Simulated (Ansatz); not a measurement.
Cost and result for the atomization energy of C$_{2}$H$_{3}$BBrF (`B/C(Br)=C\F`) (8 atoms, 7 bonds).

Charge 0, multiplicity 1. Correlated methods include outer-core shells of Br, which these sets cover unevenly. Scalar relativity is left out up to krypton. The geometry is a stationary point of PBE0-D4/def2-TZVP. Program: Ansatz. All runs use 4 threads of an Arm Neoverse V2 on a shared host. Times are those of one run each, without the atoms' runs, and a repeat can differ threefold. Electronic energies, without spin–orbit coupling; frozen cores. CCSD(T)/CBS adds CCSD(T) − MP2 in def2-TZVPP to the MP2 limit, and its time is that of the two runs behind it. T1 = 0.011; the RHF reference is unstable towards UHF. With those shells the extrapolation isn't a true limit. B3LYP takes the VWN-RPA correlation (the form of Gaussian; ORCA's B3LYP/G).

CCSD(T)/CBS is a level of theory with its own doubt, some kJ/mol a heavy atom from the limit and from the frozen cores, so smaller differences don't rank the functionals.

```tsv
level	functions	wall time	atomization (kJ/mol)	difference from CCSD(T)/CBS	per bond
LDA (SPW92)/def2-TZVPP	214	1 s	3511.5	526.2	75.2
revPBE-D4/def2-TZVPP	214	1.4 s	3021.8	36.5	5.2
PBE-D4/def2-TZVPP (with forces)	214	1.8 s	3113.8	128.5	18.4
PBE0-D4/def2-TZVPP	214	2.3 s	3034.0	48.7	7.0
BHLYP-D4/def2-TZVPP	214	2.5 s	2889.7	-95.6	-13.7
CAM-B3LYP-D4/def2-TZVPP	214	2.6 s	3008.7	23.4	3.3
B3LYP-D4/def2-TZVPP (with forces)	214	3.7 s	3000.7	15.4	2.2
r2SCAN-D4/def2-TZVPP (with forces)	214	3.7 s	3029.4	44.1	6.3
CCSD(T)/def2-SVP	103	5.5 s	2848.4	-136.9	-19.6
B97M-V/def2-TZVPP	214	7.5 s	3009.7	24.4	3.5
MP2/def2-QZVPP	407	17 s	3047.9	62.6	8.9
CCSD(T)/def2-TZVPP	214	110 s	2908.9	-76.4	-10.9
CCSD(T)/CBS(def2)	–	2.2 min	2985.3	0.0	0.0
```

The D4 term adds +27.4 kJ/mol with B3LYP and +14.1 kJ/mol with PBE0; it sums over pairs of atoms, weighted by their polarisabilities, and B3LYP, whose exchange is more repulsive, gets the larger term. From r2SCAN to r2SCAN0 (25 % exact exchange), in def2-TZVPP and without D4, the atomization energy moves by −66.7 kJ/mol: exact exchange takes away binding that semilocal exchange gives to molecules. In def2-TZVPP, CCSD(T) changes the Hartree–Fock value by +733.4 kJ/mol (the triples alone add +59.8 kJ/mol) and MP2 by +827.8 kJ/mol; breaking electron pairs costs correlation energy, which Hartree–Fock lacks.
